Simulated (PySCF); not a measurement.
C₃H, charge -1, multiplicity 1. Atoms are numbered in the order given.

```xyz
4

C      0.1618     1.2194     0.0000
C      0.0069    -0.1135     0.0000
C     -0.0297    -1.3912     0.0000
H     -0.8336     1.7118     0.0000
```
Charge -1, spin multiplicity 1.

Coordinates come from a PBE0-D3(BJ)/def2-TZVPD optimisation.

Calculation: HF/pcSseg-2 (PySCF).

GIAO shieldings, no solvent; atoms alike by connectivity are averaged. δ = σ(ref) − σ: ¹³C against TMS (σ = 193.3 ppm); ¹H against TMS (σ = 31.98 ppm), references at their B3LYP-D3(BJ)/def2-TZVP geometries, non-relativistic.

```csv
nucleus,atoms,count,δ (ppm)
¹³C,C3,1,1152.0
¹³C,C1,1,1016.4
¹³C,C2,1,30.0
¹H,H4,1,37.30
```
